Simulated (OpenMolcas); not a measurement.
## Computed transition rates of Mo3+

* Program: OpenMolcas 26.06
* Method: MS-CASPT2, IPEA 0.25 Eh, imaginary shift 0.1 Eh (closed shells correlated: 4s 4p)
* Basis: ANO-RCC-VTZP [7s6p4d2f1g]
* Scalar Hamiltonian: DKH2, point nucleus
* Active space: 3 electrons in 5 orbitals (4d)
* State averaging: 2S+1 = 4 even, 10 roots; 2S+1 = 2 even, 40 roots
* Spin-orbit coupling: state interaction with AMFI integrals over the reference wave functions, term energies averaged over their components

Rates come from the transition moments of the reference wave functions (E1 and E2 in the length form). At fixed line strength A goes as λ^-3 for E1 and M1 and as λ^-5 for E2, so a rate at the computed wavelength can be rescaled to the measured one. Measured vacuum wavelengths follow from level energies in Sugar and Musgrove, J. Phys. Chem. Ref. Data 17, 155 (1988). Branching counts decays inside the model space alone, at computed energies, and the table is only a selection of the E2 and M1 lines, drawn from those between levels with measured partners whose computed energy lies within a factor of 1.5 of the measured one.

```json
{"Upper": "4d3 2D 3/2(2)", "Lower": "4d3 2G 7/2", "Type": "E2", "λ computed (nm)": "344.6", "λ measured (nm)": "361.7", "A computed (s-1)": "7.18e+00", "A rescaled (s-1)": "5.64e+00", "Branching %": "56.6"}
{"Upper": "4d3 2D 5/2(2)", "Lower": "4d3 2G 9/2", "Type": "E2", "λ computed (nm)": "359.1", "λ measured (nm)": "375.8", "A computed (s-1)": "4.98e+00", "A rescaled (s-1)": "3.97e+00", "Branching %": "41.2"}
{"Upper": "4d3 2D 5/2(1)", "Lower": "4d3 4F 7/2", "Type": "M1", "λ computed (nm)": "638.7", "λ measured (nm)": "664.5", "A computed (s-1)": "9.25e-01", "A rescaled (s-1)": "", "Branching %": "73.0"}
{"Upper": "4d3 2D 3/2(1) [60 %]", "Lower": "4d3 4F 5/2", "Type": "M1", "λ computed (nm)": "598.9", "λ measured (nm)": "612.4", "A computed (s-1)": "7.05e-01", "A rescaled (s-1)": "", "Branching %": "46.3"}
{"Upper": "4d3 2G 9/2", "Lower": "4d3 4F 9/2", "Type": "M1", "λ computed (nm)": "1012", "λ measured (nm)": "1059", "A computed (s-1)": "4.80e-01", "A rescaled (s-1)": "", "Branching %": "66.9"}
{"Upper": "4d3 2D 3/2(1) [60 %]", "Lower": "4d3 4F 3/2", "Type": "M1", "λ computed (nm)": "572.9", "λ measured (nm)": "584.5", "A computed (s-1)": "3.73e-01", "A rescaled (s-1)": "", "Branching %": "24.5"}
{"Upper": "4d3 2P 1/2", "Lower": "4d3 4P 1/2", "Type": "M1", "λ computed (nm)": "2590", "λ measured (nm)": "2494", "A computed (s-1)": "3.05e-01", "A rescaled (s-1)": "", "Branching %": "93.8"}
{"Upper": "4d3 2G 7/2", "Lower": "4d3 4F 5/2", "Type": "M1", "λ computed (nm)": "894.4", "λ measured (nm)": "925.7", "A computed (s-1)": "2.43e-01", "A rescaled (s-1)": "", "Branching %": "51.6"}
{"Upper": "4d3 2G 9/2", "Lower": "4d3 4F 7/2", "Type": "M1", "λ computed (nm)": "911.2", "λ measured (nm)": "947.8", "A computed (s-1)": "2.32e-01", "A rescaled (s-1)": "", "Branching %": "32.4"}
{"Upper": "4d3 2G 7/2", "Lower": "4d3 4F 7/2", "Type": "M1", "λ computed (nm)": "978.3", "λ measured (nm)": "1018", "A computed (s-1)": "2.19e-01", "A rescaled (s-1)": "", "Branching %": "46.5"}
{"Upper": "4d3 2F 7/2", "Lower": "4d3 4F 9/2", "Type": "M1", "λ computed (nm)": "437.7", "λ measured (nm)": "456.2", "A computed (s-1)": "2.16e-01", "A rescaled (s-1)": "", "Branching %": "29.8"}
{"Upper": "4d3 2F 7/2", "Lower": "4d3 2G 7/2", "Type": "M1", "λ computed (nm)": "729.2", "λ measured (nm)": "757.2", "A computed (s-1)": "2.13e-01", "A rescaled (s-1)": "", "Branching %": "29.3"}
{"Upper": "4d3 2F 5/2", "Lower": "4d3 4F 3/2", "Type": "M1", "λ computed (nm)": "384.9", "λ measured (nm)": "398.4", "A computed (s-1)": "1.87e-01", "A rescaled (s-1)": "", "Branching %": "32.8"}
{"Upper": "4d3 2H 9/2", "Lower": "4d3 2G 9/2", "Type": "M1", "λ computed (nm)": "2540", "λ measured (nm)": "2714", "A computed (s-1)": "1.77e-01", "A rescaled (s-1)": "", "Branching %": "45.7"}
{"Upper": "4d3 2H 9/2", "Lower": "4d3 2G 7/2", "Type": "M1", "λ computed (nm)": "2132", "λ measured (nm)": "2265", "A computed (s-1)": "1.46e-01", "A rescaled (s-1)": "", "Branching %": "37.7"}
{"Upper": "4d3 2F 5/2", "Lower": "4d3 2G 7/2", "Type": "M1", "λ computed (nm)": "712.2", "λ measured (nm)": "739.7", "A computed (s-1)": "1.30e-01", "A rescaled (s-1)": "", "Branching %": "22.8"}
{"Upper": "4d3 2H 11/2", "Lower": "4d3 2G 9/2", "Type": "M1", "λ computed (nm)": "2305", "λ measured (nm)": "2471", "A computed (s-1)": "1.18e-01", "A rescaled (s-1)": "", "Branching %": "95.1"}
{"Upper": "4d3 4F 7/2", "Lower": "4d3 4F 5/2", "Type": "M1", "λ computed (nm)": "10420", "λ measured (nm)": "10190", "A computed (s-1)": "3.81e-02", "A rescaled (s-1)": "4.07e-02", "Branching %": "100.0"}
{"Upper": "4d3 4P 1/2", "Lower": "4d3 4F 3/2", "Type": "E2", "λ computed (nm)": "932.8", "λ measured (nm)": "967.3", "A computed (s-1)": "3.76e-02", "A rescaled (s-1)": "3.14e-02", "Branching %": "67.2"}
{"Upper": "4d3 4F 9/2", "Lower": "4d3 4F 7/2", "Type": "M1", "λ computed (nm)": "9177", "λ measured (nm)": "9051", "A computed (s-1)": "3.47e-02", "A rescaled (s-1)": "3.62e-02", "Branching %": "100.0"}
{"Upper": "4d3 4P 3/2", "Lower": "4d3 4F 3/2", "Type": "M1", "λ computed (nm)": "934.8", "λ measured (nm)": "968", "A computed (s-1)": "2.93e-02", "A rescaled (s-1)": "", "Branching %": "36.2"}
{"Upper": "4d3 4P 5/2", "Lower": "4d3 4P 3/2", "Type": "M1", "λ computed (nm)": "7945", "λ measured (nm)": "7804", "A computed (s-1)": "2.75e-02", "A rescaled (s-1)": "2.90e-02", "Branching %": "35.9"}
{"Upper": "4d3 4P 5/2", "Lower": "4d3 4F 9/2", "Type": "E2", "λ computed (nm)": "1093", "λ measured (nm)": "1143", "A computed (s-1)": "2.10e-02", "A rescaled (s-1)": "1.68e-02", "Branching %": "27.4"}
{"Upper": "4d3 4F 5/2", "Lower": "4d3 4F 3/2", "Type": "M1", "λ computed (nm)": "13170", "λ measured (nm)": "12850", "A computed (s-1)": "1.88e-02", "A rescaled (s-1)": "2.02e-02", "Branching %": "100.0"}
{"Upper": "4d3 4P 1/2", "Lower": "4d3 4F 5/2", "Type": "E2", "λ computed (nm)": "1004", "λ measured (nm)": "1046", "A computed (s-1)": "1.64e-02", "A rescaled (s-1)": "1.34e-02", "Branching %": "29.2"}
```

Spin-changing lines and M1 lines between different terms are not rescaled, since their strength hangs on the term gaps too.

The largest correction is for 4d3 2D 3/2(2) → 4d3 2G 7/2 (E2): 7.18e+00 × (344.6 / 361.7)^5 = 5.64e+00 s-1, a factor of 0.78.

The computed rate and branching of 4d3 4F 5/2 → 4d3 4F 3/2 give the upper level a radiative lifetime of 1.000 / 1.88e-02 s-1 = 5.32e+01 s, counting decays inside the model space alone. The rescaled rate gives about 4.9e+01 s.

These are rates of the free ion; in crystals, glasses and complexes forced electric-dipole and non-radiative decay shorten such lifetimes by orders of magnitude. No measured rate stands beside these. Rescaling mends the energy factor alone: line strengths can still be far off where a level mixes with configurations outside the active space, and weak or spin-changing lines hang on small mixing coefficients that depend on the term gaps too, so rescaling need not improve them.

CASPT2 does not keep the components of a term degenerate, so their means are used; among the terms shown or strongly mixed into the levels shown the widest spread is 830 cm-1 (4d3 4F). The CASPT2 spread within a term exceeds the gap to the next term for 4d3 2H and 4d3 2D(1), so the order of their levels is uncertain. Measured partners are found by configuration, term and J. A level has none where our copy of the source lacks it or the pairing is in doubt (some pairs that miss far off the trend of their configuration count as doubtful). Levels of configurations outside the active space are missing.

A share in square brackets marks a mixed level and gives the weight of the term that names it. A number in round brackets counts repeated terms of one configuration in the order of the reference energies.
